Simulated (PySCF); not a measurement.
H2W, SMILES [WH2] (connectivity only; charge and spin as stated), neutral, multiplicity 5.

Geometry optimised at PBE-D3(BJ)/def2-TZVPD. The multiplicity is an assumed one; other spin states were not compared. The def2 effective core potentials stand for the cores of W; spin–orbit coupling is left out.

Method: PBE/def2-TZVPD (PySCF).

Isolated molecule, no solvent.

```
Item                                                                                                            Result
---------------------------------------------------------------------------------------------  -----------------------
total energy                                                                                         -68.18228 hartree
point group                                                                                                        C2v
α spin, highest occupied and lowest empty level                                                     -4.74 and -2.79 eV
β spin, highest occupied and lowest empty level                                                     -7.05 and -2.64 eV
dipole moment                                                                                                   1.98 D
quadrupole, principal values (traceless, Buckingham form, about the centre of nuclear charge)    -1.51, 0.53, 0.98 D·Å
mean static polarisability                                                                        56.1 bohr³ (8.31 Å³)
polarisability, principal values                                                                54.4, 56.5, 57.4 bohr³
⟨S²⟩                                                                                           6.026 (pure state 6.00)
```
